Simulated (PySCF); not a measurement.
Where the electron goes

Compound: C4H10GeO3.
Atom-mapped SMILES: `[GeH3:1][O:2][C@@H:3]1[CH2:4][CH2:5][O:6][CH2:7][O:8]1` (hydrogens: H9, H10, H11 on Ge1; H12 on C3; H13, H14 on C4; H15, H16 on C5; H17, H18 on C7)

Cartesian coordinates in Å at the PBE0-D3(BJ)/def2-SVP level; atoms count from 1:
```xyz
18
C4H10GeO3 angstrom
Ge     2.6902    0.8490   -0.1795
O      1.1756    0.0669   -0.7542
C      0.5865   -0.8996    0.0560
C     -0.7369   -1.3223   -0.5677
C     -1.7550   -0.2105   -0.3887
O     -1.8359    0.1431    0.9752
C     -0.6089    0.5710    1.4501
O      0.3829   -0.4203    1.3670
H      2.3630    1.9527    0.8401
H      3.2980    1.4432   -1.4566
H      3.5870   -0.2385    0.4402
H      1.2585   -1.7688    0.1844
H     -0.5799   -1.5584   -1.6301
H     -1.0897   -2.2292   -0.0529
H     -2.7602   -0.5252   -0.7023
H     -1.4630    0.6703   -0.9938
H     -0.7234    0.8083    2.5159
H     -0.2790    1.4751    0.8947
```

Method: TDDFT B3LYP/def2-SVPD, vertical, gas phase, core orbitals frozen in the response in PySCF. Relativistic effects, spin–orbit coupling among them, are left out although an element past zinc is present.

Kohn–Sham orbitals with the atoms that hold most of them (Löwdin shares over 4%, at most four atoms; ? is withheld):

```tsv
orbital	ε (eV)	atoms
LUMO+2	0.74	C4 13%, H14 11%, H15 9%, H13 9%
LUMO+1	-0.02	Ge1 44%, H9 13%, H11 12%, H10 12%
LUMO	?	?
HOMO	-7.42	O6 41%, O2 10%, O8 9%, C5 8%
HOMO-1	-7.86	?
HOMO-2	-8.31	O2 39%, O8 14%, Ge1 10%, H9 8%
HOMO-3	-8.49	O2 29%, O6 14%, O8 11%, C4 9%
```

(1) Which atoms hold the LUMO, and with what shares?

(2) Which atoms hold the HOMO-1, and with what shares?

(3) What is the LUMO energy, and the HOMO–LUMO gap?

Answers

(1) Ge1 (bonded to O and 3 H) 39%; O2 (bonded to C and Ge) 13%; H11 (bonded to Ge) 11%; H9 (bonded to Ge) 11%. By element: germanium 39%, hydrogen 22% or more, oxygen 13% or more.

(2) O8 (bonded to 2 C) 43%; O2 (bonded to C and Ge) 17%; O6 (bonded to 2 C) 11%; C7 (bonded to 2 O and 2 H) 8%. By element: oxygen 70%, carbon 8% or more.

(3) ε(LUMO) = -0.20 eV; the gap is 7.22 eV (0.2652 hartree).

Task: The HOMO–LUMO gap is 7.22 eV. Where does the response calculation put the lowest singlet, and from which orbitals?

Result: S1 is at 6.43 eV (f = 0.017), 0.79 eV below the gap, made of HOMO→LUMO (90%). 

Task: One configuration dominates each of S1, S2 and S4. Which, and how do the shares of the two leading atoms of either orbital change from the occupied to the empty one?

Result: 
- S1 (6.43 eV, f 0.017), HOMO→LUMO (90%): O6 41% → at most 11%, O2 10% → 13%, Ge1 at most 9% → 39%
- S2 (6.72 eV, f 0.0075), HOMO→LUMO+1 (75%): O6 41% → at most 12%, O2 10% → at most 12%, Ge1 at most 9% → 44%, H9 at most 9% → 13%
- S4 (7.06 eV, f 0.0043), HOMO-1→LUMO+1 (80%): O8 43% → at most 12%, O2 17% → at most 12%, Ge1 at most 9% → 44%, H9 at most 9% → 13%

Cost: about 4 min of CPU time on one thread (grids of density and orbitals included); the machine was shared, so the figure is rough.

One conformer stands for the species.
